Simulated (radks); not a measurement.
Problem. Coherent X-ray form factor from a spherical all-electron density. Method: non-relativistic Kohn-Sham, TPSS, spin-polarised, spherical densities, point nucleus; meta-GGA in the generalised Kohn-Sham scheme; computed with a radial shooting solver on a logarithmic mesh with Libxc functionals.

sin(theta)/lambda (1/angstrom)  f0 (electrons)
0.05                                     7.868
0.1                                      7.495
0.15                                     6.938
0.2                                      6.272
0.25                                     5.571
0.3                                      4.891
0.4                                      3.726
0.5                                      2.884
0.6                                      2.326
0.8                                      1.743
1                                        1.484
1.25                                     1.288
1.5                                      1.120
2                                        0.811

The species is in the configuration that NIST lists as its ground one. Which atom or ion scatters so?

Solution. The fluorine ion F+, [He] 2s2 2p(up 2, down 2). Extrapolating in s^2 from the first two rows gives f0(0) = 8.0, near the electron count 8; among species with that count, the fall with angle is slower the higher Z, and the table is that of Z = 9; from so few rows the species is fixed only to a neighbour or two.
